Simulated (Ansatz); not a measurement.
Born–Oppenheimer molecular dynamics of GeH6OSSi (10 atoms, charge 0, multiplicity 1). It starts at the highest image of a converged band. Of that band: Neighbouring images differ by up to 1.7 eV, so the band resolves the path poorly. A vibrational analysis at the climbing image gives one clearly imaginary mode, 133i cm⁻¹, and a faint second one (31i cm⁻¹) that may be numerical noise or a soft torsion: probably a first-order saddle point.

These are results of RKS PBE0-D4/def2-SVP in Ansatz, not measurements.

| Property | Result |
| --- | --- |
| ensemble | NVE (velocity Verlet) |
| time step | 0.5 fs |
| steps asked | 132 |
| starting velocities drawn for | 100 K |
| seed | 7538 |

First frame:

```xyz
10
Properties=species:S:1:pos:R:3
O -1.963 0.648 -0.880
Si -0.836 1.429 0.165
Ge 0.129 -0.613 1.122
S 1.770 -0.990 -0.850
H -1.791 0.908 -1.789
H -1.656 1.580 1.448
H 0.938 -0.348 -1.705
H -0.294 -2.110 0.963
H 1.317 -0.700 2.136
H 2.468 0.144 -0.607
```

**Question.** How far do the bonds stretch over the last three quarters of this one trajectory? (Pairs bonded in most of those frames.)

**Answer.** 
| bond | mean (Å) | spread (Å) | shortest | longest |
| --- | --- | --- | --- | --- |
| O1–Si2 | 1.724 | 0.011 | 1.71 | 1.74 |
| O1–H5 | 0.962 | 0.002 | 0.96 | 0.97 |
| Si2–Ge3 | 2.464 | 0.012 | 2.45 | 2.48 |
| Si2–H6 | 1.532 | 0.005 | 1.52 | 1.54 |
| Ge3–S4 | 2.618 | 0.004 | 2.61 | 2.62 |
| Ge3–H8 | 1.569 | 0.005 | 1.56 | 1.58 |
| Ge3–H9 | 1.564 | 0.021 | 1.53 | 1.60 |
| S4–H7 | 1.355 | 0.018 | 1.33 | 1.38 |
| S4–H10 | 1.358 | 0.002 | 1.35 | 1.36 |

Mean temperature of the second half: 79 K. The conserved energy stayed within 0.022 meV per atom of its start (net change 0.013 meV per atom), so the integration is sound. A run of 0.066 ps of so small a system gives no equilibrium averages. The orbitals stay closed-shell, which can raise the energy where a bond breaks towards radicals; this wasn't checked here.

Run time: 7.9 min on 2 threads of Arm Neoverse V1, on a shared host, peak memory 0.27 GiB.
